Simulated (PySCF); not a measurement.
PySCF input file for CH11NOSi3, SMILES [SiH2](OC)[SiH2]N[SiH3], TDA-PBE/def2-SVPD. Coordinates come from a PBE0-D3(BJ)/def2-SVP optimisation. The structure was generated by enumeration, and PubChem lists no compound with its InChIKey, so it may never have been made. Other conformers were not sampled.

```python
import numpy as np
from pyscf import gto, scf, dft, tdscf

mol = gto.M(
    atom='''
    C    -4.05422342   -0.20139638   -0.28065808
    O    -2.70211641   -0.26228970   -0.63924658
    Si   -1.45626533    0.20802207    0.36853327
    Si    0.56553354   -0.16158990   -0.75283992
    N     1.83767590    0.56766158    0.20066654
    Si    3.38550172   -0.09050048    0.65225940
    H    -4.27517903   -0.81643549    0.61186117
    H    -4.66082490   -0.58465330   -1.11538654
    H    -4.38078354    0.83420437   -0.06955125
    H    -1.50724444   -0.55618947    1.66029769
    H    -1.59223357    1.66159718    0.73234832
    H     0.47891180    0.38689006   -2.14605595
    H     0.87074182   -1.62063182   -0.84951770
    H     1.69453569    1.54681138    0.43714445
    H     4.52103380    0.43188125   -0.17436423
    H     3.69095185    0.23649868    2.07965457
    H     3.31185231   -1.56995162    0.47548646
    ''',
    basis='def2-SVPD',
    charge=0,
    spin=0,
    max_memory=1600,
    verbose=4,
)
mf = dft.RKS(mol, xc='pbe').density_fit(auxbasis='def2-universal-jkfit')
mf.grids.level = 3
mf.conv_tol = 1e-9
mf.max_cycle = 100
mf.kernel()
mf.grids = dft.Grids(mol).set(level=1).build(with_non0tab=True)  # coarser grid for the response kernel
td = tdscf.TDA(mf)
td.singlet = True
td.nstates = 6
td.conv_tol = 1e-4
td.positive_eig_threshold = 1e-6
td.kernel(x0=td.get_init_guess(mf, 11))
td.analyze()
tt = tdscf.TDA(mf)
tt.singlet = False
tt.nstates = 2
tt.conv_tol = 1e-4
tt.positive_eig_threshold = 1e-6
tt.kernel(x0=tt.get_init_guess(mf, 7))
tt.analyze(verbose=3)
```

Output:

```
PySCF version 2.14.0

[INPUT] verbose = 4
[INPUT] num. atoms = 17
[INPUT] num. electrons = 74
[INPUT] charge = 0
[INPUT] spin (= nelec alpha-beta = 2S) = 0
[INPUT] symmetry False subgroup None
[INPUT] Mole.unit = angstrom
[INPUT] Symbol           X                Y                Z      unit          X                Y                Z       unit  Magmom
[INPUT]  1 C     -4.054223420000  -0.201396380000  -0.280658080000 AA   -7.661371911598  -0.380584000679  -0.530366905846 Bohr   0.0
[INPUT]  2 O     -2.702116410000  -0.262289700000  -0.639246580000 AA   -5.106259971593  -0.495655698294  -1.208000962265 Bohr   0.0
[INPUT]  3 Si    -1.456265330000   0.208022070000   0.368533270000 AA   -2.751942638399   0.393104740165   0.696426948090 Bohr   0.0
[INPUT]  4 Si     0.565533540000  -0.161589900000  -0.752839920000 AA    1.068703504856  -0.305360655496  -1.422661264439 Bohr   0.0
[INPUT]  5 N      1.837675900000   0.567661580000   0.200666540000 AA    3.472704156714   1.072724917638   0.379204802964 Bohr   0.0
[INPUT]  6 Si     3.385501720000  -0.090500480000   0.652259400000 AA    6.397671045044  -0.171021121342   1.232591628173 Bohr   0.0
[INPUT]  7 H     -4.275179030000  -0.816435490000   0.611861170000 AA   -8.078917500184  -1.542839474475   1.156250037556 Bohr   0.0
[INPUT]  8 H     -4.660824900000  -0.584653300000  -1.115386540000 AA   -8.807682575553  -1.104834614823  -2.107775083626 Bohr   0.0
[INPUT]  9 H     -4.380783540000   0.834204370000  -0.069551250000 AA   -8.278481101603   1.576417791215  -0.131432814121 Bohr   0.0
[INPUT] 10 H     -1.507244440000  -0.556189470000   1.660297690000 AA   -2.848279194373  -1.051045771667   3.137507919348 Bohr   0.0
[INPUT] 11 H     -1.592233570000   1.661597180000   0.732348320000 AA   -3.008885373638   3.139963599550   1.383937752585 Bohr   0.0
[INPUT] 12 H      0.478911800000   0.386890060000  -2.146055950000 AA    0.905012139822   0.731116253717  -4.055457993493 Bohr   0.0
[INPUT] 13 H      0.870741820000  -1.620631820000  -0.849517700000 AA    1.645463565005  -3.062550288555  -1.605355790970 Bohr   0.0
[INPUT] 14 H      1.694535690000   1.546811380000   0.437144450000 AA    3.202208362401   2.923049874561   0.826083287374 Bohr   0.0
[INPUT] 15 H      4.521033800000   0.431881250000  -0.174364230000 AA    8.543515681902   0.816137280835  -0.329500640621 Bohr   0.0
[INPUT] 16 H      3.690951850000   0.236498680000   2.079654570000 AA    6.974888135457   0.446917734021   3.929977571000 Bohr   0.0
[INPUT] 17 H      3.311852310000  -1.569951620000   0.475486460000 AA    6.258493830908  -2.966778590617   0.898539185339 Bohr   0.0

nuclear repulsion = 429.573720932969
number of shells = 99
number of NR pGTOs = 329
number of NR cGTOs = 223
basis = def2-SVPD
ecp = {}


[settings echo left out]
init E= -1042.20742257623
  HOMO = -0.284036903847661  LUMO = -0.0924585938406888  gap/eV = 5.21311
cycle= 1 E= -1042.02412816964  delta_E= 0.183  |g|= 0.84  |ddm|= 5.22
  HOMO = -0.0910208082631434  LUMO = -0.0282621249658295  gap/eV = 1.70775
cycle= 2 E= -1041.26257085352  delta_E= 0.762  |g|= 2.04  |ddm|= 2.74
  HOMO = -0.211392353765255  LUMO = -0.0493695849979776  gap/eV = 4.40886
cycle= 3 E= -1042.16444317984  delta_E= -0.902  |g|= 0.178  |ddm|= 2.14
  HOMO = -0.2269216951382  LUMO = -0.053578866124357  gap/eV = 4.71690
cycle= 4 E= -1042.16709814438  delta_E= -0.00265  |g|= 0.152  |ddm|= 0.327
  HOMO = -0.217945766210301  LUMO = -0.0529345599939091  gap/eV = 4.49018
cycle= 5 E= -1042.17178526229  delta_E= -0.00469  |g|= 0.0316  |ddm|= 0.174
  HOMO = -0.220786958901418  LUMO = -0.0533532302557655  gap/eV = 4.55610
cycle= 6 E= -1042.17205869048  delta_E= -0.000273  |g|= 0.00733  |ddm|= 0.0508
  HOMO = -0.220159035743164  LUMO = -0.0530398826738443  gap/eV = 4.54754
cycle= 7 E= -1042.17207541643  delta_E= -1.67e-05  |g|= 0.00167  |ddm|= 0.012
  HOMO = -0.220068554640239  LUMO = -0.0529910243502782  gap/eV = 4.54641
cycle= 8 E= -1042.17207601094  delta_E= -5.95e-07  |g|= 0.000404  |ddm|= 0.00248
  HOMO = -0.220096724278886  LUMO = -0.0530072945392401  gap/eV = 4.54673
cycle= 9 E= -1042.17207606178  delta_E= -5.08e-08  |g|= 7.9e-05  |ddm|= 0.000902
  HOMO = -0.220103047180718  LUMO = -0.0530125426021737  gap/eV = 4.54676
cycle= 10 E= -1042.17207606359  delta_E= -1.81e-09  |g|= 2.77e-05  |ddm|= 0.000233
  HOMO = -0.220102203449627  LUMO = -0.0530115415707706  gap/eV = 4.54677
cycle= 11 E= -1042.17207606387  delta_E= -2.9e-10  |g|= 1.03e-05  |ddm|= 8.53e-05
  HOMO = -0.220101581168253  LUMO = -0.0530112341656865  gap/eV = 4.54676
Extra cycle  E= -1042.17207606383  delta_E= 4.27e-11  |g|= 1.73e-05  |ddm|= 3.98e-05
converged SCF energy = -1042.17207606383
tot grids = 61912
Overwritten attributes  positive_eig_threshold  of <class 'pyscf.tdscf.rks.TDA'>


******** <class 'pyscf.tdscf.rks.TDA'> for <class 'pyscf.df.df_jk.DFRKS'> ********
nstates = 6 singlet
deg_eia_thresh = 1.000e-03
wfnsym = None
conv_tol = 0.0001
eigh lindep = 1e-12
eigh level_shift = 0
eigh max_cycle = 100


Excitation energies (eV)
[4.66663399 5.22407957 5.62036483 5.75171592 5.96761694 6.1263751 ]

** Singlet excitation energies and oscillator strengths **
Excited State   1:      4.66663 eV    265.68 nm  f=0.0045
      37 -> 38       -0.70363
Excited State   2:      5.22408 eV    237.33 nm  f=0.0001
      36 -> 38        0.70594
Excited State   3:      5.62036 eV    220.60 nm  f=0.0069
      35 -> 38       -0.21091
      37 -> 39       -0.64235
      37 -> 40        0.19364
Excited State   4:      5.75172 eV    215.56 nm  f=0.0122
      35 -> 38       -0.66146
      37 -> 39        0.20409
Excited State   5:      5.96762 eV    207.76 nm  f=0.0181
      37 -> 39        0.17512
      37 -> 40        0.65298
      37 -> 41       -0.12742
Excited State   6:      6.12638 eV    202.38 nm  f=0.1157
      37 -> 40       -0.10530
      37 -> 41       -0.66251
      37 -> 42        0.14985

** Transition electric dipole moments (AU) **
state          X           Y           Z        Dip. S.      Osc.
  1        -0.1688     -0.1018     -0.0186      0.0392      0.0045
  2        -0.0060     -0.0088      0.0206      0.0005      0.0001
  3        -0.0414     -0.0160      0.2192      0.0500      0.0069
  4         0.2486     -0.0146     -0.1569      0.0866      0.0122
  5         0.0681      0.1590     -0.3067      0.1240      0.0181
  6         0.8120     -0.0876     -0.3223      0.7709      0.1157

** Transition velocity dipole moments (imaginary part, AU) **
state          X           Y           Z        Dip. S.      Osc.
  1        -0.0240      0.0055      0.0251      0.0012      0.0048
  2        -0.0011     -0.0123      0.0036      0.0002      0.0006
  3        -0.0191      0.0154      0.0248      0.0012      0.0039
  4         0.0437      0.0138      0.0034      0.0021      0.0067
  5         0.0186     -0.0008     -0.0388      0.0019      0.0056
  6         0.1579     -0.0083     -0.0755      0.0307      0.0909

** Transition magnetic dipole moments (imaginary part, AU) **
state          X           Y           Z
  1        -0.3343      0.1504     -0.1574
  2         0.1783     -0.0432     -0.3614
  3        -0.2506     -0.2770     -0.2730
  4         0.3354     -0.1427      0.0351
  5        -0.1294      0.0067     -0.1452
  6         0.0608     -0.1690      0.0542


******** <class 'pyscf.tdscf.rks.TDA'> for <class 'pyscf.df.df_jk.DFRKS'> ********
nstates = 2 triplet
deg_eia_thresh = 1.000e-03
wfnsym = None
conv_tol = 0.0001
eigh lindep = 1e-12
eigh level_shift = 0
eigh max_cycle = 100


Excitation energies (eV)
[4.36986127 5.08011892]

** Triplet excitation energies and oscillator strengths **
Excited State   1:      4.36986 eV    283.73 nm  f=0.0000
Excited State   2:      5.08012 eV    244.06 nm  f=0.0000
```

Self-consistency was reached.

Cost: around 2.1 core-minutes (rough).
